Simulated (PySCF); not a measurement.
Si(H)(F)(Cl)(NH2) (ClFH3NSi), SMILES N[SiH](F)Cl. Heavy atoms are numbered as in [SiH:1]([NH2:2])([F:3])[Cl:4]. Hydrogens are named by the atom that carries them.

Geometry: B3LYP-D3(BJ)/def2-SVP. One conformer was computed; it need not be the lowest.

Method: PBE0/pcSseg-1 (PySCF).

GIAO shieldings, no solvent; atoms alike by connectivity are averaged. δ = σ(ref) − σ: ²⁹Si against TMS (σ = 352.7 ppm); ¹⁵N against NH3 (σ = 267.4 ppm); ¹⁹F against CFCl3 (σ = 167.2 ppm); ³⁵Cl against HCl (σ = 945.9 ppm); ¹H against TMS (σ = 31.56 ppm), references at their B3LYP-D3(BJ)/def2-TZVP geometries, non-relativistic (without spin–orbit terms, shifts of atoms bonded to Cl or Br come out too high).

| nucleus | atoms | count | δ (ppm) |
|---|---|---|---|
| ²⁹Si | Si1 (SiH) | 1 | -17.9 |
| ¹⁵N | N2 (NH2) | 1 | 44.5 |
| ¹⁹F | F3 | 1 | -116.2 |
| ³⁵Cl | Cl4 | 1 | 44.1 |
| ¹H | H on Si1 | 1 | 5.28 |
| ¹H | H on N2 | 2 | 1.84 |
